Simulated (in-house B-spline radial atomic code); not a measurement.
Successive ionisation energies of lanthanum; each step leads to the configuration of the next row (after the last: [Ne] 3s2 3p4). Dirac energy differences include first-order Breit, QED and recoil terms. NIST's values go from ground level to ground level; the uncertainty of those that are theory runs from under 0.1 % in few-electron ions to several per cent in heavy many-electron ones. Computed with a radial B-spline atomic code at the basis-set limit: Dirac-Hartree-Fock, average of the configuration, finite nuclei.

```csv
ion,configuration,ionisation energy (eV),tabulated value (eV),tabulated kind,computed minus tabulated (eV),highest orbital,largest mean radius (bohr)
La22+,[Ar] 3d10 4s2 4p5,739.7,731,tabulated theory,9,4p3/2,0.62775
La23+,[Ar] 3d10 4s2 4p4,776.4,770,tabulated theory,6,4p3/2,0.62211
La24+,[Ar] 3d10 4s2 4p3,813.5,806,tabulated theory,8,4p3/2,0.6166
La25+,[Ar] 3d10 4s2 4p2,851.2,865,tabulated theory,-14,4p3/2,0.61122
La26+,[Ar] 3d10 4s2 4p1,889.4,906,tabulated theory,-17,4p3/2,0.60596
La27+,[Ar] 3d10 4s2,995.9,995,tabulated theory,1,4s1/2,0.58238
La28+,[Ar] 3d10 4s1,1037.6,1039.09,semi-empirical,-1,4s1/2,0.57768
La29+,[Ar] 3d10,1807.2,1800,tabulated theory,7,3d5/2,0.2794
La30+,[Ar] 3d9,1895.9,1884,tabulated theory,12,3d5/2,0.27724
La31+,[Ar] 3d8,1986.1,1974,tabulated theory,12,3d5/2,0.27545
La32+,[Ar] 3d7,2077.9,2069,tabulated theory,9,3d5/2,0.27368
La33+,[Ar] 3d6,2171.2,2162,tabulated theory,9,3d5/2,0.27191
La34+,[Ar] 3d5,2266.2,2259,tabulated theory,7,3d5/2,0.27016
La35+,[Ar] 3d4,2362.6,2377,tabulated theory,-14,3d5/2,0.26841
La36+,[Ar] 3d3,2460.7,2473,tabulated theory,-12,3d5/2,0.26668
La37+,[Ar] 3d2,2560.3,2577,tabulated theory,-17,3d5/2,0.26496
La38+,[Ar] 3d1,2661.4,2674,tabulated theory,-13,3d5/2,0.26325
La39+,[Ne] 3s2 3p6,2983.0,2950,tabulated theory,33,3p3/2,0.26156
La40+,[Ne] 3s2 3p5,3073.4,3036,tabulated theory,37,3p3/2,0.26023
```

(1) Where is the largest jump?

Where a p, d or f electron is removed, the computed value is a mean over both j, so it misses the tabulated one by a part of the spin-orbit splitting; averaging over terms and missing correlation add to the gap, relatively most at low charge.

## Answers

(1) From La28+ to La29+, by a factor of 1.74 (1037.6 to 1807.2 eV); the highest orbital goes from 4s1/2 to 3d5/2.
